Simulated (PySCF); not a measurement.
```xyz
13

C      1.9558    -0.3437    -0.2062
Ga     0.0030     0.0018     0.0055
C     -1.2898    -1.5144    -0.0858
C     -0.6631     1.8584     0.3009
H      2.5582     0.5585    -0.1083
H      2.2962    -1.0668     0.5383
H      2.1576    -0.7858    -1.1846
H     -1.7186    -1.6942     0.9034
H     -0.8290    -2.4416    -0.4246
H     -2.1235    -1.2771    -0.7493
H     -0.6283     2.4136    -0.6404
H     -1.6911     1.8824     0.6610
H     -0.0310     2.3981     1.0078
```

Charge 0, multiplicity 1.

### Question
Give the Mulliken and meta-Löwdin atomic charges from M06-2X/def2-TZVP (PySCF).

### Answer

```tsv
atom	Mulliken (e)	meta-Löwdin (e)
C1	-0.70	-0.61
Ga2	0.72	0.73
C3	-0.70	-0.61
C4	-0.70	-0.61
H5	0.15	0.12
H6	0.15	0.12
H7	0.15	0.12
H8	0.15	0.12
H9	0.15	0.12
H10	0.15	0.12
H11	0.15	0.12
H12	0.15	0.12
H13	0.15	0.12
```
